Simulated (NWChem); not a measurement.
# Dipole moment of CH3Li

```
C
H 1 1.1088
H 1 1.1088 2 105.03
H 1 1.1088 2 105.03 3 110.50
Li 1 1.9721 2 113.61 4 124.75
```
Charge 0, spin multiplicity 1.

All runs are NWChem calculations. All single points use one geometry, from PBE0/def2-SVP, a minimum by its harmonic frequencies.

Basis set: def2-SVPD. The CCSD dipole comes from the Λ equations, without orbital relaxation.

The correlated methods keep 1 core orbital frozen. B3LYP has NWChem's definition, with VWN1-RPA local correlation. The structure started from a generated list of species. Coupled-cluster values serve here as a point of comparison, not as the truth.

```
method     dipole moment (D)
---------  -----------------
HF                      6.04
PBE                      [?]
BHandHLYP                [?]
B3LYP                    [?]
CCSD                     [?]
```

Task: Some entries are withheld; supply them.

Result: 
- PBE, dipole moment (D): 5.49
- BHandHLYP, dipole moment (D): 5.84
- B3LYP, dipole moment (D): 5.66
- CCSD, dipole moment (D): 5.89
